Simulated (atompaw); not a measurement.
**Sc: one change to a PAW (atompaw) potential, before and after**

* Element: Sc (Z = 21)
* Generator: atompaw 4.2.0.5
* Type: PAW
* Functional: LDA (PW92)
* Relativity: scalar-relativistic
* Frozen core: [Ar]
* Valence charge: 3
* Reference configuration: 3d1 4s1 4p1
* Partial waves: 4s (bound): rc 2.35 bohr; 4s channel at 1.8 Ry: rc 2.35 bohr; 4p (bound): rc 3.00 bohr; 4p channel at 0.25 Ry: rc 3.00 bohr; 3d (bound): rc 3.00 bohr; 3d channel at 0.2 Ry: rc 3.00 bohr
* Local potential: troulliermartins scheme with l = 3 at 1 Ry, radius 2.85 bohr
* Core correction: smooth core density matched at 2.85 bohr
* Augmentation charge: besselshape compensation charge, radius 2.40 bohr; PAW radius 3.00 bohr; waves and projectors: custom rrkj gramschmidtortho

Change: reference 3d1 4s2 4p0.

Cutoffs: the cutoffs (Ry, on a coarse ladder) from which the occupation-weighted sum of valence levels, in a spherical-Bessel basis at the reference potential, stays within 10 and 1 mRy of its value at 400 Ry; they do not see the model core or the augmentation charge, which bear on the density cutoff.

**Question.** What does the change do?

**Answer.** The potential gets harder (18 Ry and 21 Ry → 18 Ry and 25 Ry); both files keep a bound ghost (s); the range in which the p phases agree widens (upper end 0.5 → 3.1).

```csv
quantity,base,changed
"cutoff, loose",18 Ry,18 Ry
"cutoff, tight",21 Ry,25 Ry
bound ghosts,s,s
s: phases at 3.01 bohr within 0.05 rad from the reference energy up to (Ry; the scan ends near 5),3.8,4.0
p: phases at 3.01 bohr within 0.05 rad from the reference energy up to (Ry; the scan ends near 5),0.5,3.1
d: phases at 3.01 bohr within 0.05 rad from the reference energy up to (Ry; the scan ends near 5),1.0,1.1
lowest overlap eigenvalue by channel,"s 0.01, p 0.65, d 0.22","s 0.01, p 0.67, d 0.29"
```

 A true bound ghost makes a file unfit for plane-wave use even where its test errors are small: the radial tests pick states by their node count and pass the ghost by. The cutoffs see the waves, projectors and local potential, not the compensation charge or the core.
